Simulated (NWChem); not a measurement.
System: BBrCl$_{2}$; SMILES ClB(Cl)Br

Here is an NWChem input.

```
start job
memory heap 200 mb stack 700 mb global 900 mb
geometry units angstroms noautoz
  B     -0.002159    -0.493607     0.000000
  Cl    -0.000060    -1.371613     1.516432
  Cl    -0.000060    -1.371613    -1.516432
  Br    -0.000250     1.419851     0.000000
end
basis spherical
  B library aug-cc-pvdz
  Cl library aug-cc-pvdz
  Br library aug-cc-pvdz
end
dft
  xc b3lyp
  iterations 150
  vectors input atomic output neutral.movecs
end
task dft energy
charge 1
dft
  odft
  mult 2
  vectors input atomic output cation.movecs
end
task dft energy
charge -1
dft
  odft
  mult 2
  vectors input atomic output anion.movecs
end
task dft energy
```

Parts of the log:

```
             Northwest Computational Chemistry Package (NWChem) 7.3.0
             --------------------------------------------------------

 C2V symmetry detected

                             Geometry "geometry" -> ""
                             -------------------------

 Output coordinates in angstroms (scale by  1.889725989 to convert to a.u.)

  No.       Tag          Charge          X              Y              Z
 ---- ---------------- ---------- -------------- -------------- --------------
    1 B                    5.0000     0.00000000     0.00000000     0.50160571
    2 Cl                  17.0000     0.00000000     1.51643200     1.37961176
    3 Cl                  17.0000     0.00000000    -1.51643200     1.37961176
    4 Br                  35.0000     0.00000000     0.00000000    -1.41185224

 Effective nuclear repulsion energy (a.u.)     348.3884230064

      Symmetry information
      --------------------

 Group name             C2v
 Group number             16
 Group order               4
 No. of unique centers     3

                                 NWChem DFT Module
                                 -----------------

 Summary of "ao basis" -> "ao basis" (spherical)
 ------------------------------------------------------------------------------
       Tag                 Description            Shells   Functions and Types
 ---------------- ------------------------------  ------  ---------------------
 B                        aug-cc-pvdz                9       23   4s3p2d
 Cl                       aug-cc-pvdz               11       27   5s4p2d
 Br                       aug-cc-pvdz               14       36   6s5p3d

      Symmetry analysis of basis
      --------------------------

        a1         47
        a2         13
        b1         21
        b2         32

            General Information
            -------------------
          SCF calculation type: DFT
          Wavefunction type:  closed shell.
          No. of atoms     :     4
          No. of electrons :    74
           Alpha electrons :    37
            Beta electrons :    37
          Charge           :     0
          Spin multiplicity:     1
          Use of symmetry is: on ; symmetry adaption is: on
          Maximum number of iterations: 150
          AO basis - number of functions:   113
                     number of shells:    45
          Convergence on energy requested:  1.00D-06
          Convergence on density requested:  1.00D-05
          Convergence on gradient requested:  5.00D-04

              XC Information
              --------------
                         B3LYP Method XC Potential
                     Hartree-Fock (Exact) Exchange  0.200
                        Slater Exchange Functional  0.800 local
                    Becke 1988 Exchange Functional  0.720 non-local
              Lee-Yang-Parr Correlation Functional  0.810
                  VWN I RPA Correlation Functional  0.190 local

             Grid Information
             ----------------
          Grid used for XC integration:  medium
          Radial quadrature: Mura-Knowles
          Angular quadrature: Lebedev.
          Tag              B.-S. Rad. Rad. Pts. Rad. Cut. Ang. Pts.
          ---              ---------- --------- --------- ---------
          B                   0.85       49          12.0       434
          Cl                  1.00       88          13.0       590
          Br                  1.15      112          13.0       590
          Grid pruning is: on
          Number of quadrature shells:   249
          Spatial weights used:  Erf1

      Superposition of Atomic Density Guess
      -------------------------------------

 Sum of atomic energies:       -3515.85944901

      Non-variational initial energy
      ------------------------------

 Total energy =   -3516.923371
 1-e energy   =   -5578.782623
 2-e energy   =    1713.470828
 HOMO         =      -0.382414
 LUMO         =       0.031043

      Symmetry analysis of molecular orbitals - initial
      -------------------------------------------------

  Numbering of irreducible representations:

     1 a1          2 a2          3 b1          4 b2

  Orbital symmetries:

     1 a1          2 a1          3 b2          4 a1          5 a1
     6 b2          7 b1          8 a1          9 b2         10 a1
    11 a1         12 b2         13 a1         14 b1         15 b2
    16 a2         17 a1         18 a1         19 b2         20 b1
    21 a1         22 b2         23 b1         24 a1         25 a2
    26 a1         27 b2         28 a1         29 a1         30 b2
    31 a1         32 b1         33 a2         34 b2         35 a1
    36 b1         37 b2         38 b1         39 a1         40 a1
    41 b2         42 b1         43 a1         44 a1         45 b2
    46 b1         47 a2

   convergence    iter        energy       DeltaE   RMS-Dens  Diis-err
 ---------------- ----- ----------------- --------- --------- ---------
 d= 0,ls=0.0,diis     1  -3519.4754739899 -3.87D+03  1.23D-02  7.46D-01
 d= 0,ls=0.0,diis     2  -3519.3551636660  1.20D-01  7.36D-03  1.53D+00
 d= 0,ls=0.0,diis     3  -3519.5632717868 -2.08D-01  1.06D-03  3.28D-02
 d= 0,ls=0.0,diis     4  -3519.5682376081 -4.97D-03  1.99D-04  6.18D-04
 d= 0,ls=0.0,diis     5  -3519.5683214006 -8.38D-05  5.29D-05  6.26D-05
  Resetting Diis
 d= 0,ls=0.0,diis     6  -3519.5683292913 -7.89D-06  1.68D-05  4.44D-06
 d= 0,ls=0.0,diis     7  -3519.5683299955 -7.04D-07  6.07D-06  2.11D-07

         Total DFT energy =    -3519.568329995537
      One electron energy =    -5579.697389201314
           Coulomb energy =     1863.686467857476
    Exchange-Corr. energy =     -151.945831658140
 Nuclear repulsion energy =      348.388423006440

 Numeric. integr. density =       74.000002147557

                  Occupations of the irreducible representations
                  ----------------------------------------------

                     irrep           alpha         beta
                     --------     --------     --------
                     a1               17.0         17.0
                     a2                3.0          3.0
                     b1                6.0          6.0
                     b2               11.0         11.0

                       DFT Final Molecular Orbital Analysis
                       ------------------------------------

 Vector   35  Occ=2.000000D+00  E=-3.479493D-01  Symmetry=b2
              MO Center= -3.8D-15,  1.3D-13,  7.2D-01, r^2= 4.3D+00
   Bfn.  Coefficient  Atom+Function         Bfn.  Coefficient  Atom+Function
  ----- ------------  ---------------      ----- ------------  ---------------
    33      0.322194  2 Cl py                60      0.322194  3 Cl py
    91      0.250570  4 Br py                34     -0.234618  2 Cl pz
    61      0.234618  3 Cl pz                94      0.221490  4 Br py
    36      0.208556  2 Cl py                63      0.208556  3 Cl py
    37     -0.183918  2 Cl pz                64      0.183918  3 Cl pz

 Vector   36  Occ=2.000000D+00  E=-3.291714D-01  Symmetry=b1
              MO Center= -5.9D-16,  3.6D-15, -9.0D-01, r^2= 2.9D+00
   Bfn.  Coefficient  Atom+Function         Bfn.  Coefficient  Atom+Function
  ----- ------------  ---------------      ----- ------------  ---------------
    90      0.512088  4 Br px                93      0.458471  4 Br px
    32     -0.185178  2 Cl px                59     -0.185178  3 Cl px
    35     -0.136266  2 Cl px                62     -0.136266  3 Cl px
     5      0.055185  1 B  px                17      0.041206  1 B  d  1
    96      0.040319  4 Br px                 8      0.026267  1 B  px

 Vector   37  Occ=2.000000D+00  E=-3.103592D-01  Symmetry=b2
              MO Center= -4.3D-16,  1.0D-14, -6.0D-01, r^2= 3.7D+00
   Bfn.  Coefficient  Atom+Function         Bfn.  Coefficient  Atom+Function
  ----- ------------  ---------------      ----- ------------  ---------------
    91      0.489912  4 Br py                94      0.444117  4 Br py
    34      0.242557  2 Cl pz                61     -0.242557  3 Cl pz
    37      0.179262  2 Cl pz                64     -0.179262  3 Cl pz
    33     -0.089186  2 Cl py                60     -0.089186  3 Cl py
    36     -0.073839  2 Cl py                63     -0.073839  3 Cl py

 Vector   38  Occ=0.000000D+00  E=-7.836649D-02  Symmetry=b1
              MO Center= -1.4D-15, -1.3D-14,  4.5D-01, r^2= 3.1D+00
   Bfn.  Coefficient  Atom+Function         Bfn.  Coefficient  Atom+Function
  ----- ------------  ---------------      ----- ------------  ---------------
     5      0.619674  1 B  px                 8      0.566255  1 B  px
    93     -0.250525  4 Br px                35     -0.228690  2 Cl px
    62     -0.228690  3 Cl px                32     -0.207786  2 Cl px
    59     -0.207786  3 Cl px                90     -0.177075  4 Br px
    96     -0.154659  4 Br px                11      0.146947  1 B  px

 Vector   39  Occ=0.000000D+00  E=-1.801669D-02  Symmetry=a1
              MO Center=  1.6D-15,  2.0D-13,  3.6D-02, r^2= 1.2D+01
   Bfn.  Coefficient  Atom+Function         Bfn.  Coefficient  Atom+Function
  ----- ------------  ---------------      ----- ------------  ---------------
     4      2.069096  1 B  s                  3      1.022653  1 B  s
    83     -0.634182  4 Br s                 28     -0.532114  2 Cl s
    55     -0.532114  3 Cl s                 98     -0.480080  4 Br pz
    95     -0.276230  4 Br pz                82     -0.262354  4 Br s
    39      0.231153  2 Cl py                66     -0.231153  3 Cl py

[...]
```

Level: B3LYP/aug-cc-pVDZ, vertical spin-unrestricted ions. Coordinates come from a PBE-D3(BJ)/def2-SVP optimisation.
